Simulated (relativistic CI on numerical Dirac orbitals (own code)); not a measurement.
## Transition arrays of Cr⁵⁺

Computed by Dirac-Coulomb-Breit CI, separate exchange-only KLI orbitals for each configuration, QED by a radiative potential, valence Slater integrals scaled by 0.9, whole transition arrays (own radial code, finite nucleus).

Configuration list (outside the closed core [Ne] 3s2): 3p⁶3d, 3p⁶4f, 3p⁵3d², 3p⁶4p, 3p⁶5f. Levels of other configurations are missing.

All E1 lines from the levels of 3p⁶3d; mean and standard deviation are weighted by gf, and upper levels are sorted by their leading configuration.

```tsv
Upper configuration	Lines	Σgf	Mean (eV)	Mean (nm)	σ (eV)	Strongest line (nm)
3p⁶4f	3	13.1	59.88	20.705	0.03	20.698
3p⁵3d²	60	31.4	62.03	19.987	2.92	19.580
3p⁶4p	3	1.0	36.73	33.754	0.06	33.728
3p⁶5f	3	4.0	69.80	17.762	0.05	17.773
```

Σgf per state of the lower configuration in bins of 0.2 nm over the central range (centre: value): 17.7: 0.40, 19.5: 1.90, 19.9: 0.90, 20.7: 1.31, 22.3: 0.16, 22.5: 0.15.

(1) How do configuration mixing and the scaling of the Slater integrals move the arrays?

Answers

(1) Slater scale 0.9, no configuration mixing: 3p⁶4f 58.3 ± 0.1 eV (Σgf 3.5), 3p⁵3d² 60.9 ± 3.2 eV (Σgf 42.7), 3p⁶4p 36.8 ± 0.1 eV (Σgf 0.9), 3p⁶5f 69.5 ± 0.1 eV (Σgf 1.7); Slater scale 1: 3p⁶4f 60.5 ± 0.1 eV (Σgf 14.3), 3p⁵3d² 64.0 ± 2.9 eV (Σgf 30.8), 3p⁶4p 36.7 ± 0.1 eV (Σgf 1.0), 3p⁶5f 69.9 ± 0.0 eV (Σgf 4.6); Slater scale 0.8: 3p⁶4f 59.4 ± 0.0 eV (Σgf 11.4), 3p⁵3d² 60.1 ± 2.8 eV (Σgf 32.4), 3p⁶4p 36.7 ± 0.1 eV (Σgf 1.0), 3p⁶5f 69.7 ± 0.1 eV (Σgf 3.5). With mixing, levels are counted to their leading configuration, so an array can shrink or vanish into another, and the sums then hold other lines.
